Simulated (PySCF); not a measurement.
Basis and Hamiltonian dependence of the excitation energy of Mg

Mg [Ne] 3s2 (1S) → Mg [Ne] 3p2 (3P). All values are computed (PySCF 2.14, energy differences of UHF-based or UKS calculations, no spin-orbit coupling). Values in eV.

| basis | Hamiltonian | functions | UHF | LDA | PBE0 | MP2 (valence) | CCSD(T) (valence) | CCSD(T) (valence and next inner shell) |
| --- | --- | --- | --- | --- | --- | --- | --- | --- |
| aug-cc-pVDZ-DK | spin-free X2C | 27 | 6.317 | 6.555 | 6.446 | 6.784 | 6.990 | n/a |
| aug-cc-pVDZ | non-relativistic | 27 | 6.287 | 6.521 | 6.413 | 6.755 | 6.961 | n/a |
| x2c-TZVPPall | spin-free X2C | 32 | 6.356 | 6.572 | 6.488 | 6.825 | 7.024 | 7.147 |
| def2-TZVPPD | non-relativistic | 35 | 6.292 | 6.525 | 6.444 | 6.765 | 6.967 | 7.091 |
| aug-cc-pVTZ-DK | spin-free X2C | 50 | 6.302 | 6.564 | 6.443 | 6.809 | 6.987 | n/a |
| dyall-av2z | non-relativistic | 64 | 6.287 | n/a | n/a | 6.780 | 6.978 | n/a |
| aug-cc-pCVTZ-DK | spin-free X2C | 75 | 6.300 | 6.551 | 6.437 | 6.810 | 6.986 | 7.122 |
| x2c-QZVPPall with one added diffuse shell each of s, p, d, f type | spin-free X2C | 82 | 6.300 | 6.550 | 6.438 | 6.810 | 6.993 | 7.154 |
| aug-cc-pVQZ with one added diffuse shell each of s, p, d, f, g type | non-relativistic | 109 | 6.270 | 6.529 | 6.412 | 6.794 | n/a | n/a |
| dyall-av3z | non-relativistic | 117 | 6.269 | 6.513 | 6.405 | 6.787 | 6.962 | n/a |
| dyall-acv3z | spin-free X2C | 122 | 6.299 | 6.547 | 6.437 | 6.817 | n/a | n/a |
| dyall-acv3z | non-relativistic | 122 | 6.269 | 6.513 | 6.405 | 6.787 | n/a | n/a |
| aug-cc-pCVQZ-DK | spin-free X2C | 134 | 6.299 | 6.548 | 6.435 | 6.824 | n/a | n/a |

**Question.** Estimate the row for x2c-QZVPPall (spin-free X2C, 66 functions).

**Answer.** From the rows with the same Hamiltonian and similar size; the calculation gives UHF 6.30; LDA 6.55; PBE0 6.44; MP2 (valence) 6.81; CCSD(T) (valence) 6.99; CCSD(T) (valence and next inner shell) 7.15 (eV).

Frozen in the all-electron rows: valence: [Ne]; valence and next inner shell: 1s2.

Reference for a calculation without spin-orbit coupling: 7.173 eV (measured, between term centres; NIST).
